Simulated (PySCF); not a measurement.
Compound: C8H12N2.
SMILES with atom numbers: `[CH3:1][c:2]1[cH:3][n:4][n:5]([CH:6]2[CH2:7][CH2:8][CH2:9]2)[cH:10]1`

Geometry (GFN2-xTB, Å), atoms numbered from 1 in this order:
```xyz
22
C8H12N2 angstrom
C      3.751    0.559   -0.468
C      2.334    0.209   -0.172
C      1.846   -0.644    0.833
N      0.529   -0.708    0.809
N      0.138    0.083   -0.185
C     -1.251    0.239   -0.491
C     -2.061   -1.059   -0.671
C     -3.150   -0.484    0.245
C     -2.170    0.611    0.688
C      1.193    0.656   -0.804
H      4.074    1.396    0.152
H      3.864    0.843   -1.512
H      4.401   -0.288   -0.258
H      2.401   -1.206    1.557
H     -1.336    0.923   -1.338
H     -1.541   -1.900   -0.219
H     -2.352   -1.310   -1.689
H     -3.997   -0.088   -0.311
H     -3.514   -1.145    1.026
H     -1.689    0.380    1.635
H     -2.545    1.632    0.704
H      1.066    1.323   -1.633
```

Definitions: NICS(0) = −σiso at the ring centroid; NICS(1) = −σiso and NICS(1)zz = −σzz at ±1 Å along the ring normal z. Level: GIAO PBE0/pcSseg-1 (PySCF, non-relativistic, gas phase) on the GFN2-xTB geometry, one conformer.

Rings: 1. C2–C3–N4–N5–C10; 2. C6–C7–C8–C9.

| set | NICS(0) | NICS(1), two faces | NICS(1)zz, two faces |
| --- | --- | --- | --- |
| P | -12.5 | -11.5 / -11.6 | -28.7 / -29.0 |
| Q | -0.5 | -0.9 / 0.3 | 1.6 / 3.9 |

Q: Which set (ppm) belongs to which ring?

A: P = 1, Q = 2.
- 1 (5-membered ring with 2 N; formal bonds all aromatic): mean NICS(1)zz -28.8 ppm, shielded, aromatic by this magnetic criterion (flat ring, no four-coordinate atom).
- 2 (4-membered carbocycle; formal bonds all single): mean NICS(1)zz 2.7 ppm, near zero. C6, C7, C8, C9 have four or more neighbours; no verdict on aromaticity is drawn.

Q: How do the rings differ in shape?

A: 
| ring | bond lengths (Å) | rms pucker (Å) | HOMA | nearest outside atom to a NICS(1) probe (Å) |
| --- | --- | --- | --- | --- |
| 1 | 1.405, 1.319, 1.329, 1.350, 1.379 | 0.00 | 0.96 | hydrogen 2.41 |
| 2 | 1.541, 1.535, 1.535, 1.541 | 0.09 | – | hydrogen 1.47 |

HOMA = 1 − mean of α(R − Ropt)² over the ring bonds, with Krygowski's 1993 parameters (CC: Ropt 1.388 Å, α 257.7 Å⁻²; CN: Ropt 1.334 Å, α 93.52 Å⁻²; NN: Ropt 1.309 Å, α 130.33 Å⁻²). A dash marks a ring with a four-coordinate atom, a triple bond, no multiple bond or a kind of bond without parameters.
